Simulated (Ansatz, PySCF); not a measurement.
CH3Si, SMILES [SiH2]=[CH], multiplicity 2. Atoms are numbered in the order given.

```xyz
5

C     -0.2748     1.0727     0.0000
Si     0.0104    -0.5708     0.0000
H     -0.4594     2.1294     0.0000
H     -1.0824    -1.5669     0.0000
H      1.3750    -1.1403     0.0000
```
Charge 0, spin multiplicity 2.

Geometry optimised at PBE0-D3(BJ)/def2-TZVP. The isomer is the one that the SMILES or the coordinates give; other isomers of the formula were not compared.

Two levels are set side by side: PBE-D3(BJ)/def2-TZVP (Ansatz, an electronic-structure program) and PBE0-D3(BJ)/def2-TZVP (Ansatz). Each level has its own optimised geometry; the coordinates shown are those of the second. Frequencies come from the Hessian of PySCF at each geometry. Differences are taken from unrounded values.

| quantity | PBE0-D3(BJ) | PBE-D3(BJ) | PBE-D3(BJ) minus PBE0-D3(BJ) |
|---|---|---|---|
| mean bond length (Å) | 1.425 | 1.434 | 0.010 |
| bond C1–Si2 (Å) | 1.668 | 1.679 | 0.011 |
| bond C1–H3 (Å) | 1.073 | 1.080 | 0.007 |
| bond Si2–H4 (Å) | 1.479 | 1.489 | 0.010 |
| bond Si2–H5 (Å) | 1.479 | 1.489 | 0.010 |
| highest harmonic wavenumber (cm⁻¹) | 3358 | 3273 | -85 |
| mean harmonic wavenumber (cm⁻¹) | 1300 | 1251 | -49 |
| zero-point energy (kcal/mol) | 16.73 | 16.09 | -0.64 |

Exact exchange shortens and stiffens bonds; PBE has none. Differences between two approximate levels are no errors against the true value.
